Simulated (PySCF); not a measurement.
How methods differ on the ionisation energy of Be⁺

Be⁺ [He] 2s1 (2S) → Be²⁺ 1s2 (1S), as a difference of total energies. All numbers are calculated (PySCF 2.14, the spin-free X2C one-electron Hamiltonian (Gaussian nucleus), in aug-cc-pCVTZ-DK with one added diffuse shell each of s, p, d, f type (8s7p5d3f, 75 functions)). Correlated levels: valence and next inner shell: nothing frozen. The calculations carry no spin-orbit coupling.

```
                                method  ionisation energy (eV)  error (eV)
                                   UHF                  18.129      -0.082
    MP2 (valence and next inner shell)                  18.187      -0.024
SCS-MP2 (valence and next inner shell)                  18.181      -0.030
   CCSD (valence and next inner shell)                  18.194      -0.017
CCSD(T) (valence and next inner shell)                  18.195      -0.016
```

Reference: 18.211 eV (measured; NIST Atomic Spectra Database, ionization energies).

Errors of the correlated levels include the incompleteness of this basis.
